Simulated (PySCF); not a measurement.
Job file and geometry (Å, from GFN2-xTB) of an NMR shielding run on `C#CC(=C=S)[SiH2]Cl`, C$_{4}$H$_{3}$ClSSi, GIAO PBE0/pcSseg-1 NMR shielding, non-relativistic, gas phase (PySCF); density fitting, a coarse starting grid and PySCF grid level 2 are the driver's defaults:

```
$ OMP_NUM_THREADS=1 python probes_run.py task.json out

{"job": {"kind": "nmr", "xc": "PBE0", "basis": "pcSseg-1"}, "charge": 0, "multiplicity": 1}
C      2.377885     0.108999     0.872930
C      1.284509     0.316537     0.421251
C     -0.007802     0.512677    -0.096089
C     -0.436598     1.616254    -0.636793
S     -1.102958     2.855334    -1.301396
Si    -1.189966    -0.986598    -0.031367
Cl    -0.818144    -2.166780    -1.616779
H      3.338889    -0.048637     1.260637
H     -2.562748    -0.501702    -0.094606
H     -0.874184    -1.701429     1.199684
```

**Question.** What does the program print?

**Answer.** 
```
coarse grid: 11080 points
cycle   1  E = -1301.2916761686  dE =  1.070e+00  |g| = 4.240e-01  |ddm| = 3.543e+00
cycle   2  E = -1301.2526013985  dE =  3.907e-02  |g| = 5.660e-01  |ddm| = 1.320e+00
cycle   3  E = -1301.3338178362  dE = -8.122e-02  |g| = 1.563e-01  |ddm| = 8.551e-01
cycle   4  E = -1301.3396055416  dE = -5.788e-03  |g| = 6.195e-02  |ddm| = 1.900e-01
cycle   5  E = -1301.3404508727  dE = -8.453e-04  |g| = 2.657e-02  |ddm| = 8.291e-02
cycle   6  E = -1301.3406524849  dE = -2.016e-04  |g| = 5.243e-03  |ddm| = 3.544e-02
cycle   7  E = -1301.3406595640  dE = -7.079e-06  |g| = 1.532e-03  |ddm| = 9.289e-03
final grid: 96368 points
cycle   8  E = -1301.3843165115  dE = -6.312e-06  |g| = 9.620e-03  |ddm| = 4.669e-02
cycle   9  E = -1301.3842293110  dE =  8.720e-05  |g| = 1.949e-02  |ddm| = 2.900e-02
cycle  10  E = -1301.3843392580  dE = -1.099e-04  |g| = 2.704e-03  |ddm| = 2.144e-02
cycle  11  E = -1301.3843409626  dE = -1.705e-06  |g| = 9.088e-04  |ddm| = 3.153e-03
cycle  12  E = -1301.3843411675  dE = -2.049e-07  |g| = 1.751e-04  |ddm| = 7.757e-04
cycle  13  E = -1301.3843411752  dE = -7.719e-09  |g| = 3.628e-05  |ddm| = 2.829e-04
cycle  14  E = -1301.3843411756  dE = -3.122e-10  |g| = 2.255e-05  |ddm| = 6.962e-05
converged SCF energy = -1301.3843411756

GIAO shielding tensors (ppm)
atom      isotropic    diamagn.    paramagn.     s11        s22        s33       span
  0 C       91.516     258.054    -166.539     33.110     35.922    205.516    172.406
  1 C      115.343     247.491    -132.148     22.410     25.786    297.832    275.422
  2 C      134.734     266.940    -132.207     50.458    146.196    207.547    157.089
  3 C      -67.464     261.422    -328.886   -184.134    -86.778     68.520    252.654
  4 S      233.232    1057.088    -823.855     66.631    114.556    518.509    451.878
  5 Si     346.355     877.286    -530.931    289.952    367.652    381.461     91.509
  6 Cl     969.413    1147.435    -178.022    886.712    977.193   1044.334    157.622
  7 H       28.876      33.504      -4.628     24.664     24.912     37.053     12.389
  8 H       26.226      27.292      -1.066     22.183     25.069     31.425      9.242
  9 H       26.178      27.332      -1.155     22.130     25.138     31.265      9.136
```

**Question.** Turn these shieldings into chemical shifts. Referencing at the same level of theory: 13C (σref 186.93), 29Si (σref 349.16), 1H (σref 31.72) against TMS; CS2 for 33S (σref 503.73); HCl for 35Cl (σref 949.78).

**Answer.** Averaging equivalent atoms: C 3: 254.4; C 0: 95.4; C 1: 71.6; C 2: 52.2; S 4: 270; Si 5: 2.8; Cl 6: -20; H 8/9: 5.52; H 7: 2.84 ppm. 

Size and cost of the density-fitted run: 155 basis functions, 39 s wall time on 1 thread of an Arm Neoverse N1, shared host; peak memory 0.72 GiB.
